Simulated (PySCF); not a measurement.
CH2, charge +1, doublet, geometry from GFN2-xTB (a state made from the parent by changing its charge; the spin is typed, not shown lowest). Base run: CAMB3LYP/def2-TZVP (PySCF).

Here is a job for PySCF.
```python
from pyscf import gto, scf, dft

mol = gto.Mole()
mol.atom = '''
    C     0.00000000    0.00000000    0.00000000
    H    -0.00000000   -0.00000000   -1.11194657
    H     0.00000000    0.00000000    1.11194657
'''
mol.basis = 'def2-tzvp'
mol.charge = 1
mol.spin = 1
mol.verbose = 4
mol.build()

mf = dft.UKS(mol)
mf.xc = 'camb3lyp'
mf.kernel()
mf.analyze()
```

The base run was repeated with changes; each row names its change, and settings that it needs were set with it.

```csv
change,ΔE vs base (mEh),fitting functions
base,0.000,-
"exchange = seminumerical (SGX) (with mf = sgx.sgx_fit(mf, auxbasis='def2-universal-jfit'); with mf.with_df.dfj = True)",-0.031,71
auxbasis = cc-pvtz-jkfit,-0.006,139
auxbasis = even-tempered beta=1.6,0.000,323
auxbasis = cc-pvdz-jkfit,-0.014,116
auxbasis = def2-universal-jkfit,-0.025,111
auxbasis = cc-pvqz-jkfit,-0.003,208
auxbasis = def2-svp-ri,-1.385,76
auxbasis = even-tempered beta=3.0,-0.028,150
auxbasis = autoaux,0.000,251
```

A fitting set is made for a task (jfit for Coulomb, jkfit for Coulomb and exchange, ri for correlation) and for a family of orbital bases.

Open shells are given as the SCF converged; they aren't shown to be the lowest states, and a large step between rows can be another state.
